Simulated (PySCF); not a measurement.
# Vibration and rotation of CsPb⁺

UHF-CCSD(T) constants of CsPb⁺, ³Π (triplet), unpaired electrons σ ↑, π ↑ (Cs def2-SVP with ECP46, Pb def2-SVP with ECP60; scalar-relativistic core potentials (PySCF 2.14); masses 132.9054 and 207.9766 u):

```
ωe              : 33.4 cm⁻¹
ωexe            : 0.186 cm⁻¹
Be              : 0.010691 cm⁻¹
αe              : 6.58e-05 cm⁻¹
D (centrifugal) : 4.39e-09 cm⁻¹
```

(1) Give the vibrational terms G(v) and spacings up to v = 6.

Correlated steps freeze 4 core orbitals. These are scalar-relativistic numbers at best; spin–orbit coupling would shift them, the dissociation energy most. The state is the lowest determinant that a PBE0 search found; another state may lie lower at other levels.

## Answers

(1) G(v) = ωe(v+½) − ωexe(v+½)².

| v | G(v) (cm⁻¹) | G(v) − G(v−1) | Bv (cm⁻¹) |
| --- | --- | --- | --- |
| 0 | 16.7 |  | 0.01066 |
| 1 | 49.7 | 33.0 | 0.01059 |
| 2 | 82.3 | 32.7 | 0.01053 |
| 3 | 114.6 | 32.3 | 0.01046 |
| 4 | 146.5 | 31.9 | 0.01039 |
| 5 | 178.1 | 31.5 | 0.01033 |
| 6 | 209.2 | 31.2 | 0.01026 |
